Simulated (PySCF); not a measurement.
**Dipole response of Ni (nickel, neutral)**

[Ar] 3d8 4s2, high-spin 3F determinant. Calculation: PySCF 2.14, in aug-cc-pwCVTZ-DK; scalar relativity by spin-free X2C-1e. Coupled (time-dependent) response in atomic units; α is the mean over directions.

```tsv
method	mean α (bohr³)	C₆ (like pair)	S(−4)
PBE0	49.58	399.0	1285
```

S(−4) is the Cauchy moment in α(ω) = α(0) + S(−4) ω² + …

Reference α: 49 ± 3 bohr³ (recommended; Schwerdtfeger and Nagle, table of static dipole polarizabilities (2023 update)). Published C₆: 373.0 (Chu and Dalgarno (2004); Tang, Norbeck and Certain (1976)).

α(iu) at PBE0:

| u (hartree) | α(iu) (bohr³) |
| --- | --- |
| 0 | 49.58 |
| 0.0500 | 46.60 |
| 0.100 | 39.66 |
| 0.200 | 25.65 |
| 0.300 | 16.89 |
| 0.500 | 8.926 |
| 0.750 | 5.260 |
| 1.00 | 3.646 |
| 1.50 | 2.192 |
| 2.00 | 1.518 |
| 3.00 | 0.8829 |
| 5.00 | 0.4247 |

A single London oscillator, α(iu) = α/(1 + u²/ω²), gives C₆ = (3/4) ω α². Matching the computed C₆ needs ω = 4 × 399.0 / (3 × 49.58²) = 0.216 hartree.
